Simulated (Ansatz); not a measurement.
`[CH3][Ge][F]`, charge 0, multiplicity 1.

Give a relaxed structure at PBE0-D4/def2-TZVP (Ansatz). (Best estimate.)

Ansatz gave: 
Cartesian coordinates in Å:
```
C 0.326 0.387 0.292
Ge 0.050 -0.683 -1.352
F -1.443 -1.443 -0.793
H 1.221 1.010 0.248
H 0.398 -0.292 1.149
H -0.552 1.021 0.457
```
Point group Cs.
